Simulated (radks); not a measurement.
Problem. Species: W4+. Configuration: [Xe] 4f14 5d2. Method: scalar-relativistic Kohn-Sham, exchange-only LDA, spin-polarised, spherical densities, point nucleus; open shells are filled with parallel spins first (spin-orbit coupling, left out, can overturn this in heavy ions); computed with a radial shooting solver on a logarithmic mesh with Libxc functionals. Some entries of the table are withheld. Estimate them.

| orbital | occ. | eigenvalue (hartree) | <r> (bohr) | <r^2> (bohr^2) |
|---|---|---|---|---|
| 1s down | 1 | -2553.358 | 0.01835 | 0.0004634 |
| 1s up | 1 | -2553.358 | 0.01835 | 0.0004634 |
| 2s up | 1 | -442.0102 | 0.07761 | 0.007126 |
| 2s down | 1 | -442.0061 | 0.07761 | 0.007126 |
| 2p up | 3 | -386.8814 | 0.06946 | 0.005895 |
| 2p down | 3 | -386.8780 | 0.06946 | 0.005895 |
| 3s up | 1 | -102.9545 | 0.2012 | 0.04629 |
| 3s down | 1 | -102.9531 | 0.2012 | 0.04629 |
| 3p up | 3 | -86.63267 | 0.2014 | 0.04705 |
| 3p down | 3 | -86.63107 | 0.2014 | 0.04704 |
| 3d up | 5 | -67.83158 | 0.1824 | 0.03900 |
| 3d down | 5 | -67.82888 | 0.1824 | 0.03900 |
| 4s up | 1 | -22.43157 | 0.4498 | 0.2285 |
| 4s down | 1 | -22.42787 | 0.4498 | 0.2285 |
| 4p up | 3 | -17.07613 | 0.4784 | 0.2604 |
| 4p down | 3 | -17.07234 | 0.4783 | 0.2603 |
| 4d up | 5 | -10.28961 | 0.5118 | 0.3036 |
| 4d down | 5 | -10.28471 | 0.5116 | 0.3033 |
| 5s up | 1 | -4.45466 | 1.061 | 1.264 |
| 5s down | 1 | -4.41073 | 1.056 | 1.251 |
| 5p up | 3 | -3.11991 | 1.228 | 1.701 |
| 5p down | 3 | -3.06199 | 1.219 | 1.677 |
| 4f up | 7 | -2.76518 | (1) | 0.4614 |
| 4f down | 7 | -2.75438 | (2) | 0.4550 |
| 5d up | 2 | -1.58913 | 1.675 | (3) |
| 5d down | 0 | -1.50942 | 1.664 | (4) |
| 6s up | 0 | -1.40373 | 2.441 | 6.625 |
| 6s down | 0 | -1.32034 | 2.468 | 6.784 |
| 6p up | 0 | -1.07727 | 2.872 | 9.195 |
| 6p down | 0 | -1.00567 | 2.941 | 9.655 |

Solution. 
(1) 4f up <r> (bohr): 0.6069
(2) 4f down <r> (bohr): 0.6035
(3) 5d up <r^2> (bohr^2): 3.211
(4) 5d down <r^2> (bohr^2): 3.176
